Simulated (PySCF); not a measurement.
# Ionisation energy of Ge by level of theory

Ge [Ar] 3d10 4s2 4p2 (3P) → Ge⁺ [Ar] 3d10 4s2 4p1 (2P), as a difference of total energies. All numbers are calculated (PySCF 2.14, a scalar-relativistic core potential, in cc-pVTZ-PP with ECP10MDF (5s4p3d1f, 39 functions)). Correlated levels: valence: 3s2 3p6 3d10 frozen. The calculations carry no spin-orbit coupling.

| method | ionisation energy (eV) |
| --- | --- |
| UHF | 7.408 |
| LDA | 7.967 |
| PBE | 7.844 |
| MP2 (valence) | 7.751 |
| SCS-MP2 (valence) | 7.676 |
| CCSD (valence) | 7.778 |
| CCSD(T) (valence) | 7.805 |

Errors of the correlated levels include the incompleteness of this basis and the frozen core.

**Question.** Which method comes closest to the reference value, and which is furthest?

**Answer.** The reference is 7.925 eV (measured; NIST levels, between the centres of gravity of the two terms). Closest: LDA (error 0.042 eV); furthest: UHF (error -0.517 eV).
